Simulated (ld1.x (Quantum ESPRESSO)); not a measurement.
## Scattering properties, PAW potential for molybdenum (Mo)

ld1.x (Quantum ESPRESSO) 7.5 input, shortened:

```
&input
   title='Mo', zed=42., rel=1, dft='PBE', iswitch=3,
   config='[Kr] 4d5 5s0 5p1'
 /
 &inputp
   pseudotype=3, lpaw=.true., tm=.true., lloc=-2, rcloc=3.75,
   nlcc=.true., new_core_ps=.true.,
   which_augfun='PSQ', rmatch_augfun=1.15
 /
6
5S  1  0   0.00   0.00  2.55  3.35  0.0
5S  1  0   0.00   0.25  2.55  3.35  0.0
5P  2  1   1.00   0.00  3.30  3.95  0.0
5P  2  1   0.00   0.55  3.30  3.95  0.0
4D  3  2   5.00   0.00  1.45  1.55  0.0
4D  3  2   0.00   0.65  1.45  1.55  0.0
 &test
   configts(1)='4d5 5s0 5p1'
 /
```

The phase is arctan(r·u′/u) with u = r·R(r), unwrapped; energies in Ry, scanned from -2 to 5 Ry. A pole is an energy at which the radial function vanishes at the test radius. The pseudo phase is shifted by a multiple of π to meet the all-electron one at the reference energy, and phase errors are pseudo minus all-electron; the curves can meet again beyond the range given. Levels narrower than the energy grid can be missing from the lists of poles.

Q: For each channel, where are the poles, and over which energies does the pseudopotential scatter like the atom?

A:

| channel | radius (bohr) | reference energy (Ry) | poles, all-electron | poles, pseudo | unbroken range about the reference energy with phases within 0.05 rad | phase error 1 Ry above the reference energy (rad) |
| --- | --- | --- | --- | --- | --- | --- |
| s | 4.29 | -0.37 | -0.01, 2.82 | -0.01, 2.63, 4.20 | below 3.0 | -0.000 |
| p | 4.29 | -0.13 | 0.54, 3.52 | 0.54, 3.01 | below 1.6 | -0.000 |
| d | 4.29 | -0.37 | -0.32, 1.63, 4.85 | -0.32, 1.64 | below 2.7 | +0.000 |

Phases in the d channel:

| E (Ry) | all-electron | pseudo |
| --- | --- | --- |
| -2.00 | 1.405 | 1.405 |
| -1.76 | 1.393 | 1.394 |
| -1.52 | 1.379 | 1.379 |
| -1.28 | 1.361 | 1.361 |
| -1.04 | 1.335 | 1.335 |
| -0.80 | 1.293 | 1.293 |
| -0.56 | 1.180 | 1.180 |
| -0.32 | -1.579 | -1.579 |
| -0.08 | -1.861 | -1.860 |
| 0.16 | -2.030 | -2.030 |
| 0.40 | -2.432 | -2.432 |
| 0.64 | -3.620 | -3.620 |
| 0.88 | -4.324 | -4.324 |
| 1.12 | -4.540 | -4.539 |
| 1.36 | -4.641 | -4.640 |
| 1.60 | -4.705 | -4.704 |
| 1.84 | -4.756 | -4.754 |
| 2.08 | -4.806 | -4.802 |
| 2.32 | -4.867 | -4.858 |
| 2.56 | -4.962 | -4.940 |
| 2.80 | -5.177 | -5.102 |
| 3.04 | -6.057 | -5.630 |
| 3.28 | -7.293 | -7.010 |
| 3.52 | -7.588 | -7.497 |
| 3.76 | -7.696 | -7.648 |
| 4.00 | -7.754 | -7.720 |
| 4.24 | -7.792 | -7.764 |
| 4.48 | -7.820 | -7.795 |
| 4.72 | -7.843 | -7.819 |
| 4.96 | -7.863 | -7.839 |
